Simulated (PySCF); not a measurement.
**Spinor energies of Tl⁴⁷⁺ (thallium, charge +47)**

Start: [Ar] 3d10 4s2 4p4; 4p1/2 filled at m_j = -1/2, +1/2; 4p3/2 filled at m_j = +1/2, +3/2. Calculated with PySCF 2.14 in an even-tempered Gaussian basis (16 s from 6.6 bohr⁻², ratio 2.8; 14 p from 8.5 bohr⁻², ratio 2.8; 8 d from 15 bohr⁻², ratio 2.8; 4 f from 38 bohr⁻², ratio 3): generalised Hartree-Fock with the X2C-1e Hamiltonian and a Gaussian nucleus; one run each with spin-orbit coupling (SO) switched off, then screened by Boettger's factors.

```tsv
spinor shell	electrons	ε, spin-free (eV)	ε, screened SO (eV)	weight of nominal j (screened SO)	rms radius, screened SO (bohr)
1s1/2	2	-88452.4	-88412.2	1.000	0.0184
2s1/2	2	-17887.8	-17873.2	1.000	0.0742
2p1/2	2	-15742.1	-17236.5	1.000	0.0627
2p3/2	4	-15742.1	-15158.8	1.000	0.0709
3s1/2	2	-6072.3	-6065.9	1.000	0.187
3p1/2	2	-5439.5	-5787.5	1.000	0.178
3p3/2	4	-5439.5	-5297.8	1.000	0.194
3d3/2	4	-4795.8	-4854.4	1.000	0.169
3d5/2	6	-4795.8	-4749.8	1.000	0.173
4s1/2	2	-2835.3	-2833.0	1.000	0.393
4p1/2	2	-2612.7	-2719.6	0.999	0.384
4p3/2	2	-2612.7	-2567.8	1.000	0.405
```

```tsv
quantity	spin-free	screened SO
E (hartree)	-18670.83213	-18709.13913
M_J	2	2
⟨J²⟩	6.001	6.002
⟨L²⟩	2.001	3.338
⟨S²⟩	2.000	1.466
```

Each row is a mean over spinors that exchange with the open shell spreads, by up to 19.629 eV (4s1/2).

Breit and QED terms are absent; they matter most for the inner s and p1/2 levels.

Densities and radii are taken from the X2C orbitals without a picture-change correction, which distorts them close to the nucleus.

Without spin-orbit coupling the j labels of p, d and f shells carry no meaning; the spin-free column gives the mean over the occupied spinors of each nl shell.
